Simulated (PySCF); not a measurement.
Trend along group 13: MN molecules

CCSD(T) with double-zeta basis sets in PySCF, for the lowest determinant that a PBE0 search found; no spin–orbit coupling. De refers to high-spin ground-configuration atoms.

| M | basis | reference, frozen orbitals | state (unpaired electrons) | Re (Å) | ωe (cm⁻¹) | De (eV) |
| --- | --- | --- | --- | --- | --- | --- |
| B | x2c-SVPall | ROHF, 2 | triplet (σ ↑, π ↑) | 1.335 | 1532 | 4.10 |
| Al | def2-SVPD | UHF, 6 | triplet (π ↑↑) | 1.956 | 604 | 2.17 |
| Ga | aug-cc-pVDZ-PP/aug-cc-pVDZ | UHF, 5 | triplet (π ↑↑) | 2.048 | 476 | 1.76 |
| In | x2c-SVPall | UHF, 19 | triplet (π ↑↑) | 2.232 | 434 | 1.19 |
| Tl | def2-SVP | ROHF, 5 | triplet (π ↑↑) | 2.357 | 371 | 0.90 |

Question: By what factor does the well depth vary along the series?

Answer: At CCSD(T) it runs from 0.90 eV (TlN) to 4.10 eV (BN), a factor of 4.56.

The rows differ in basis set, which adds steps of its own.

The state changes along the series, so neighbouring rows are not always alike in their bonding.

Correlated steps freeze the inner cores (2 to 19 orbitals); shallow outer-core shells are correlated. UHF and ROHF references stand side by side, which adds small steps between rows. Correlated levels converge slowly with the basis: in double zeta they bind strong bonds too weakly, by up to about 1 eV, and carry superposition errors of some tenths. Spin–orbit coupling is left out, which matters for elements this heavy, above all for dissociation energies. States were picked by a PBE0 search and need not be the measured ground states.
